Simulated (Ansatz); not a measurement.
System: C$_{3}$H$_{2}$F$_{3}$ (charge 0, doublet). It need not be the lowest isomer of its formula. 
Structure (B3LYP-D3(BJ)/def2-TZVP (Ansatz, an electronic-structure program) minimum search):
```xyz
8

C      2.2074    -0.0023    -0.1464
C      1.0345     0.4971     0.1089
C     -0.3688     0.0496     0.0420
F     -0.9595     0.0930     1.2503
F     -0.4658    -1.2253    -0.4059
F     -1.0940     0.8199    -0.7895
H      3.1195     0.5671    -0.0036
H      2.3160    -1.0220    -0.5170
```
Charge 0, spin multiplicity 2.

Property: atomisation energy (electronic, to ground-state atoms), in kJ/mol. Valence correlation only, unless marked. UHF or UKS for open shells. Spin-orbit coupling is left out. Non-relativistic. The coupled-cluster limit lacks core correlation, which all-electron functionals hold. CBS marks a two-point X^-3 extrapolation of the correlation energy; Hartree-Fock from the larger set.

| level | program | atomisation energy (kJ/mol) |
|---|---|---|
| HF/6-31G* | Ansatz | 2297.2 |
| HF/cc-pVQZ | Ansatz | 2301.2 |
| HSE06-D4/def2-TZVPD | Ansatz + dftd4 | 3326.5 |
| MP2/cc-pVDZ | Ansatz | 3082.0 |

Question: Estimate the value at CCSD(T)/CBS(cc-pVTZ,cc-pVQZ) as computed with Ansatz.

Answer: 3269.2 kJ/mol
